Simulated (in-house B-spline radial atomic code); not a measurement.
Sb. Computed with a B-spline radial atomic code. Model: non-relativistic spherical atom: semilocal Troullier-Martins pseudo-atom, one channel per l, against all electrons, high spin, G0W0 and RPA with empty states to l = 8, local potential for every l without a channel, a model core (radius 0 = none) keeps its share of the functional.

The core holds an angular momentum without a channel of its own, so the local potential lets valence electrons into it.

Without relativity these are model numbers for so heavy an element.

What the tables leave out is listed at the end.

The pseudopotential gives back the lowest level of each angular momentum of its own functional in the configuration it was made in; a second state of the same l is only approximately right. Exact exchange, RPA and GW see the smooth pseudo-orbitals and miss the exchange with the core, for which the functional's share stands in. The column with an uncorrelated core keeps all orbitals and exact exchange, and so separates missing core correlation from pseudisation. Only the three outermost levels and the lowest empty one were computed. RPA here is direct RPA, with no exchange kernel, and its energies carry an (l + 1/2)⁻⁴ tail. A hybrid on a potential with a model core restores only its own semilocal share of the core's exchange.

Command:
```bash
python run_psgw.py task.json out
```
Settings (lengths in bohr, energies in hartree):
```
Z                      51
electrons              51
configuration          [Kr] 4d10 5s2 5p3
generated_in           [Kr] 4d10 5s2 5p3
functional             lda,vwn
core_shells            9
radius_factor          0.9
core_correction        True
```

Cost of the run: 15 s on 1 thread of AMD EPYC 9R14 (Zen 4), with other jobs on the host.

Given: made with LDA VWN5; model core radius 1.668 bohr; local radius 1.827 bohr; mean-field start LDA VWN5.

Valence shells of the generating configuration: 5s, 5p.

Channel: s 1.777, p 2.112 (radii in bohr).

Computed: largest level miss in the spin-unpolarised generating configuration 0 eV; valence RPA correlation energy all-electron orbitals -0.1666 hartree; valence RPA correlation energy pseudo -0.24059 hartree; pseudo-atom RPA polarisability 42.376 bohr³.

```
          level  occupied  mean-field all-electron (eV)  mean-field pseudo minus all (eV)  G0W0 all-electron (eV)  G0W0 uncorrelated core minus all (eV)  G0W0 pseudo minus all (eV)  exchange self-energy all-electron (eV)  exchange self-energy pseudo (eV)
          5p up         1                       -5.5854                            -0.001                 -8.9198                                  0.237                      -0.171                                 -14.739                           -12.472
5p down (empty)         0                       -4.0131                            -0.003                 -1.3814                                  0.261                      -0.877                                 -4.1861                           -2.0182
```

Question: What is the all-electron RPA polarisability, core included?

Answer: 39.266 bohr³.

Given: mean-field start PBE0.

Computed: valence RPA correlation energy all-electron orbitals -0.1505 hartree; valence RPA correlation energy pseudo -0.20179 hartree; pseudo-atom RPA polarisability 36.502 bohr³.

| level | occupied | mean-field all-electron (eV) | mean-field pseudo minus all (eV) | G0W0 all-electron (eV) | G0W0 uncorrelated core minus all (eV) | G0W0 pseudo minus all (eV) | exchange self-energy all-electron (eV) | exchange self-energy pseudo (eV) |
| --- | --- | --- | --- | --- | --- | --- | --- | --- |
| 5p up | 1 | -6.5875 | 0.03 | -9.1906 | 0.24 | 0.025 | -14.681 | -12.426 |
| 5s down | 1 | -11.48 | 0.234 | -14.215 | 0.719 | 0.4 | -14.529 | -10.396 |
| 5p down (empty) | 0 | -2.7105 | -0.005 | -1.1007 | 0.254 | -0.384 | -3.8437 | -1.926 |

Question: What is the all-electron RPA polarisability, core included?

Answer: 33.669 bohr³.

Among the listed levels the largest G0W0 shift of the pseudo-atom is -0.88 eV, for 5p down (empty) on the LDA VWN5 start, while leaving the core uncorrelated moves that level by +0.26 eV. So pseudisation and the lost core exchange, not the missing core correlation, make the error. Not in the tables (levels of low weight, unsolved or above zero; the highest and the empty levels are kept at any weight): on LDA the G0W0 levels 5s down (pseudo minus all -0.33 eV, weights 0.75 and 0.79), 5s up (pseudo minus all -3.89 eV, weights 0.01 and 0.06); on PBE0 the G0W0 levels 5s up (pseudo minus all +0.38 eV, weights 0.00 and 0.08); no Hartree-Fock pseudo-atom is run with a model core.
